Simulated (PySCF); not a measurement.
Work out the structure from these simulated measurements.

Formula: C2H3F3O3S.

- 13C NMR: chemical shifts (computed TMS as zero) by class: 129.2 (1 C), 50.4 (1 C) ppm [GIAO PBE0/pcSseg-1]
- 1H NMR: chemical shifts (computed TMS as zero) by class: 4.19 (3 H) ppm [GIAO PBE0/pcSseg-1]
- Dipole: 3.04 D [PBE0/pcSseg-1]
- NMR, other nuclei: isotropic shieldings of nuclei other than C and H, by class: 127 (2 O), 175 (1 O), 257 (3 F), 197 (1 S) ppm [GIAO PBE0/pcSseg-1]
- Rotational structure: rotational constants A, B, C: 2.294, 1.174, 1.091 GHz [GFN2-xTB]

Gas-phase values; electronic properties from PySCF, density fitting. Levels stand in brackets. Geometry: GFN2-xTB, one conformer, isolated molecule. Each NMR value is the plain mean over a class of atoms that symmetry, rotation or inversion makes alike.

Problem. Give a SMILES that accounts for the data.

Solution. Numbering: `[CH3:1][O:2][S:3](=[O:4])(=[O:5])[C:6]([F:7])([F:8])[F:9]`. 2 carbons fall into 2 classes; from least to most shielded: CF3 carbon [C6] (129.2 ppm), methoxy carbon [C1] (50.4 ppm). All hydrogens form one class (4.19 ppm): methyl hydrogen. The other shieldings belong to: 127 ppm, sulfonyl oxygen [O4/O5]; 175 ppm, oxygen bonded to C and S [O2]; 257 ppm, fluorine of a CF3 group [F7/F8/F9]; 197 ppm, sulfonyl sulfur [S3]. By its constants the optimised geometry is an asymmetric top. Structure: CF3SO3CH3, `COS(=O)(=O)C(F)(F)F`. The assignments are read from this structure; whether some other isomer fits the data as well wasn't checked.

The values belong to the conformer `[CH3:1][O:2][S:3](=[O:4])(=[O:5])[C:6]([F:7])([F:8])[F:9]`: C1–O2–S3–O4 75°, O2–S3–C6–F7 63°.
